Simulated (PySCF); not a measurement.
## Atomic charges against the basis set

Species: H8S2Si3.
Structure used (PBE0-D3(BJ)/def2-SVP), in Å, numbered top down from 1:
```
atom  x, y, z in Å
Si1    2.4467    0.3107   -0.2702
S2     0.7930   -0.1870   -1.5541
Si3   -0.6097   -0.7283    0.0000
Si4   -1.9004    1.1528    0.5112
S5    -1.9514   -2.2360   -0.7135
H6     2.0109    1.2475    0.8093
H7     3.4616    0.9724   -1.1371
H8     3.0280   -0.9110    0.3602
H9     0.1903   -1.2102    1.1712
H10   -2.9191    0.8535    1.5637
H11   -2.5843    1.6076   -0.7357
H12   -0.9845    2.2281    0.9993
H13   -0.9792   -3.1309   -1.0011
```

PBE0 throughout (PySCF), one geometry, spherical d and f functions. Geometry: PBE0-D3(BJ)/def2-SVP, one conformer, isolated molecule. Atoms taken as equivalent share a column and are averaged. The first 7 of 9 kinds of atom are listed.

Mulliken charges (e):

| basis | functions | Si1 | S2 | Si3 | Si4 | S5 | H6/H7/H8 | H9 |
| --- | --- | --- | --- | --- | --- | --- | --- | --- |
| STO-3G | 53 | +0.427 | -0.193 | +0.290 | +0.350 | -0.081 | -0.112 | -0.115 |
| 6-31G | 81 | +0.437 | -0.370 | +0.199 | +0.363 | -0.225 | -0.073 | -0.067 |
| pcSseg-0 | 81 | +0.339 | -0.548 | +0.245 | +0.146 | -0.383 | -0.012 | +0.037 |
| 6-31G* | 106 | +0.310 | -0.334 | +0.206 | +0.203 | -0.269 | -0.040 | -0.030 |
| cc-pVDZ | 130 | +0.208 | -0.283 | +0.168 | +0.124 | -0.213 | -0.022 | -0.007 |
| def2-SVP | 130 | +0.344 | -0.401 | +0.266 | +0.197 | -0.232 | -0.046 | -0.027 |
| aug-cc-pVDZ | 207 | -0.644 | -0.588 | +0.233 | -0.888 | -0.492 | +0.296 | +0.433 |
| 6-311+G(2d,p) | 223 | +0.181 | -0.145 | +0.115 | +0.087 | -0.135 | -0.038 | -0.025 |
| def2-TZVP | 233 | +0.153 | -0.286 | +0.253 | +0.017 | -0.295 | -0.005 | 0.000 |
| cc-pVTZ | 282 | +0.157 | -0.254 | +0.204 | +0.074 | -0.226 | -0.011 | -0.013 |
| IGLO-III | 300 | +0.770 | -0.679 | +0.664 | +0.559 | -0.304 | -0.147 | -0.158 |
| pcSseg-2 | 327 | +0.511 | -0.349 | +0.279 | +0.368 | -0.209 | -0.106 | -0.062 |

IAO charges (e):

| basis | functions | Si1 | S2 | Si3 | Si4 | S5 | H6/H7/H8 | H9 |
| --- | --- | --- | --- | --- | --- | --- | --- | --- |
| STO-3G | 53 | +0.509 | -0.293 | +0.340 | +0.389 | -0.151 | -0.119 | -0.107 |
| 6-31G | 81 | +0.367 | -0.364 | +0.353 | +0.178 | -0.262 | -0.061 | -0.069 |
| pcSseg-0 | 81 | +0.344 | -0.367 | +0.323 | +0.136 | -0.256 | -0.053 | -0.057 |
| 6-31G* | 106 | +0.508 | -0.412 | +0.461 | +0.272 | -0.274 | -0.102 | -0.106 |
| cc-pVDZ | 130 | +0.506 | -0.413 | +0.469 | +0.265 | -0.285 | -0.101 | -0.106 |
| def2-SVP | 130 | +0.522 | -0.413 | +0.470 | +0.276 | -0.276 | -0.107 | -0.111 |
| aug-cc-pVDZ | 207 | +0.509 | -0.419 | +0.476 | +0.266 | -0.296 | -0.101 | -0.104 |
| 6-311+G(2d,p) | 223 | +0.537 | -0.425 | +0.489 | +0.289 | -0.292 | -0.110 | -0.112 |
| def2-TZVP | 233 | +0.546 | -0.429 | +0.498 | +0.293 | -0.293 | -0.112 | -0.115 |
| cc-pVTZ | 282 | +0.533 | -0.427 | +0.492 | +0.281 | -0.296 | -0.108 | -0.111 |
| IGLO-III | 300 | +0.541 | -0.425 | +0.490 | +0.292 | -0.288 | -0.111 | -0.113 |
| pcSseg-2 | 327 | +0.540 | -0.422 | +0.485 | +0.291 | -0.290 | -0.111 | -0.114 |

Hirshfeld charges (e):

```json
{"basis": "STO-3G", "functions": "53", "Si1": "+0.327", "S2": "-0.186", "Si3": "+0.271", "Si4": "+0.248", "S5": "-0.110", "H6/H7/H8": "-0.081", "H9": "-0.089"}
{"basis": "6-31G", "functions": "81", "Si1": "+0.272", "S2": "-0.199", "Si3": "+0.199", "Si4": "+0.192", "S5": "-0.130", "H6/H7/H8": "-0.058", "H9": "-0.062"}
{"basis": "pcSseg-0", "functions": "81", "Si1": "+0.285", "S2": "-0.199", "Si3": "+0.220", "Si4": "+0.207", "S5": "-0.131", "H6/H7/H8": "-0.064", "H9": "-0.074"}
{"basis": "6-31G*", "functions": "106", "Si1": "+0.277", "S2": "-0.184", "Si3": "+0.196", "Si4": "+0.196", "S5": "-0.129", "H6/H7/H8": "-0.062", "H9": "-0.063"}
{"basis": "cc-pVDZ", "functions": "130", "Si1": "+0.280", "S2": "-0.160", "Si3": "+0.205", "Si4": "+0.206", "S5": "-0.117", "H6/H7/H8": "-0.069", "H9": "-0.072"}
{"basis": "def2-SVP", "functions": "130", "Si1": "+0.283", "S2": "-0.155", "Si3": "+0.206", "Si4": "+0.210", "S5": "-0.112", "H6/H7/H8": "-0.071", "H9": "-0.077"}
{"basis": "aug-cc-pVDZ", "functions": "207", "Si1": "+0.280", "S2": "-0.159", "Si3": "+0.204", "Si4": "+0.203", "S5": "-0.116", "H6/H7/H8": "-0.068", "H9": "-0.069"}
{"basis": "6-311+G(2d,p)", "functions": "223", "Si1": "+0.282", "S2": "-0.160", "Si3": "+0.198", "Si4": "+0.208", "S5": "-0.117", "H6/H7/H8": "-0.069", "H9": "-0.069"}
{"basis": "def2-TZVP", "functions": "233", "Si1": "+0.277", "S2": "-0.155", "Si3": "+0.200", "Si4": "+0.204", "S5": "-0.116", "H6/H7/H8": "-0.069", "H9": "-0.069"}
{"basis": "cc-pVTZ", "functions": "282", "Si1": "+0.277", "S2": "-0.157", "Si3": "+0.203", "Si4": "+0.204", "S5": "-0.117", "H6/H7/H8": "-0.068", "H9": "-0.069"}
{"basis": "IGLO-III", "functions": "300", "Si1": "+0.270", "S2": "-0.144", "Si3": "+0.205", "Si4": "+0.201", "S5": "-0.111", "H6/H7/H8": "-0.069", "H9": "-0.072"}
{"basis": "pcSseg-2", "functions": "327", "Si1": "+0.284", "S2": "-0.163", "Si3": "+0.208", "Si4": "+0.206", "S5": "-0.118", "H6/H7/H8": "-0.069", "H9": "-0.071"}
```

Some averages cover members that differ in this geometry, most widely: H6/H7/H8, Mulliken in aug-cc-pVDZ +0.218 to +0.336; H6/H7/H8, IAO in 6-31G -0.073 to -0.044; H6/H7/H8, IAO in pcSseg-0 -0.064 to -0.035 e.

Q: Which scheme is steadiest as the basis changes?

A: Largest range over the bases for any column: Hirshfeld 0.07 e, IAO 0.25 e, Mulliken 1.45 e. Hirshfeld charges move least and Mulliken charges most, counted in e. Without the minimal STO-3G basis the ranges are Hirshfeld 0.05, IAO 0.20, Mulliken 1.45 e.

Q: How much do the charges still move between the two largest bases, IGLO-III and pcSseg-2?

A: At most, over all atoms: Mulliken 0.385 e, IAO 0.004 e, Hirshfeld 0.019 e.

Q: What do the same runs give for the total energy, the frontier levels and the dipole moment?

A: 
```tsv
basis	energy (Eh)	HOMO (eV)	LUMO (eV)	μ (D)
STO-3G	-1650.2295	-3.36	4.95	1.49
6-31G	-1668.8381	-7.29	-0.48	2.78
pcSseg-0	-1667.0778	-7.53	-0.67	2.85
6-31G*	-1668.9918	-7.26	-0.40	1.92
cc-pVDZ	-1669.0914	-7.21	-0.29	1.45
def2-SVP	-1668.5680	-7.25	-0.29	1.52
aug-cc-pVDZ	-1669.1015	-7.27	-0.64	1.39
6-311+G(2d,p)	-1669.1483	-7.29	-0.66	1.34
def2-TZVP	-1669.1527	-7.30	-0.53	1.26
cc-pVTZ	-1669.1693	-7.30	-0.49	1.30
IGLO-III	-1669.1430	-7.23	-0.47	1.16
pcSseg-2	-1669.1836	-7.35	-0.57	1.54
```

The dipole is fixed by the density alone, so its range of 1.69 D shows that the density itself changes with the basis, not only its division among atoms.
